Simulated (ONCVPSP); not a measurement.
Debugging a pseudopotential input (Mn (Z = 25), ONCVPSP 4.0.1)

Command:

```bash
oncvpsp.x < Mn.dat > Mn.out
```

Input:

```
# ATOM AND REFERENCE CONFIGURATION
# atsym  z   nc   nv     iexc    psfile
  Mn 25.00    3    5        4      upf
#
#   n    l    f
    1    0    2.00
    2    0    2.00
    2    1    6.00
    3    0    2.00
    3    1    6.00
    3    2    5.00
    4    0    1.75
    4    1    0.25
#
# PSEUDOPOTENTIAL AND OPTIMIZATION
# lmax
    3
#
#   l,   rc,      ep,       ncon, nbas, qcut
    0    1.20    0.00    4    8    1.00
    1    1.85    0.00    4    8    8.40
    2    0.95    0.00    3    7    9.30
    3    1.55    0.26    3    7    8.00
#
# LOCAL POTENTIAL
# lloc, lpopt,  rc(5),   dvloc0
    4    5    0.85    0.00
#
# VANDERBILT-KLEINMAN-BYLANDER PROJECTORs
# l, nproj, debl
    0    2    2.80
    1    2    2.20
    2    1    2.90
    3    2    2.90
#
# MODEL CORE CHARGE
# icmod, fcfact, rcfact
    3    4.50    1.30
#
# LOG DERIVATIVE ANALYSIS
# epsh1, epsh2, depsh
   -5.00    5.00    0.04
#
# OUTPUT GRID
# rlmax, drl
    6.00    0.01
#
# TEST CONFIGURATIONS
# ncnf
    4
# nvcnf
#   n    l    f
    5
    3    0    2.00
    3    1    6.00
    3    2    5.00
    4    0    2.00
    4    1    0.00
#
    5
    3    0    2.00
    3    1    6.00
    3    2    5.00
    4    0    1.00
    4    1    0.00
#
    5
    3    0    2.00
    3    1    6.00
    3    2    5.00
    4    0    0.00
    4    1    0.00
#
    5
    3    0    2.00
    3    1    6.00
    3    2    6.00
    4    0    1.00
    4    1    0.00
#
```

This is an input that runs to its end, with one change: qcut of l = 0 set to 1.00.

How does the run end?

The program runs through. Ghost flags: GHOST(+) s at 314.7 eV; the largest excitation error among the 3 tests with output is 9.5 meV, against 9.39 meV for the unchanged input. Messages: WARNING no output for configuration 4; psatom: WARNING lschvkbb convergence error n,l,iter= 3 1 5; run_config: WARNING for fully non-local PS atom, stg. 1.

```
   1   0  2.0000 -236.12811541
   2   0  2.0000  -27.16457790
   2   1  6.0000  -22.98603441
   3   0  2.0000   -2.99934911   -2.99839128    9.58D-04
   3   1  6.0000   -1.85485360   -1.85473612    1.17D-04
   3   2  6.0000   -0.12399283   -0.12413353   -1.41D-04
   4   0  1.0000   -0.15189843   -0.15178305    1.15D-04

    Total energies and differences
      AE_ref= -1.15826117D+03  AE_tst= -1.15830893D+03  dif= -4.78D-02
      PS_ref= -1.03355543D+02  PS_tst= -1.03403647D+02  dif= -4.81D-02
      PSP excitation error=  3.49D-04
```
